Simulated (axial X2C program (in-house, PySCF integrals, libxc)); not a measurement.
# Testing model relations on BePd

A bond curve at the PBE0 level, with spin–orbit coupling, was computed with an axial X2C code built on PySCF integrals (basis Pd dyall-cv3z [12s12p8d5f3g], Be dyall-cv3z [8s8p3d1f] (cores contracted in-house)) for the state Ω = 0 (closed shell). Its fit gives Re = 1.9112 Å, ωe = 633.5 cm⁻¹, ωexe = 4.72 cm⁻¹ and αe = 5.628e-03 cm⁻¹; the masses are 105.9035 and 9.0122 u. Two-component means X2C with spin–orbit coupling and atomic mean-field Coulomb and Gaunt terms.

Find the reduced mass, Be and the force constant.

From the PBE0 values: μ = 8.3054 u. Be = 16.8576/(μ Re²) = 0.5557 cm⁻¹. k = 5.8918×10⁻⁷ μ ωe² = 1.96 mdyn/Å.

Give B0, the J = 1←0 line in GHz and the most populated J at 300 K (kT = 208.5 cm⁻¹).

B0 = Be − αe/2 = 0.5529 cm⁻¹; 2B0 = 33.15 GHz; J(max) ≈ √(kT/2B0) − 1/2 = 13.2, so J = 13.

Where do the fundamental and the first overtone lie?

ν(1←0) = ωe − 2ωexe = 624.1 cm⁻¹; ν(2←0) = 2ωe − 6ωexe = 1238.7 cm⁻¹.

Estimate De from a Morse curve and compare with the computed well depth of 2.339 eV to Pd + Be.

De(Morse) = ωe²/(4ωexe) = 2.635 eV against 2.339 eV computed, a ratio of 1.13. For De the Morse form works well here.

The dipole moment p changes by 0.88 D/Å at Re. What harmonic infrared intensity follows?

I = 42.256 × (dp/dR)²/μ = 3.9 km/mol.

Occupations by symmetry block were frozen at the best pattern of an incomplete PBE0 search. Dissociation energies refer to the lowest single-determinant-based atoms at the same level and basis.
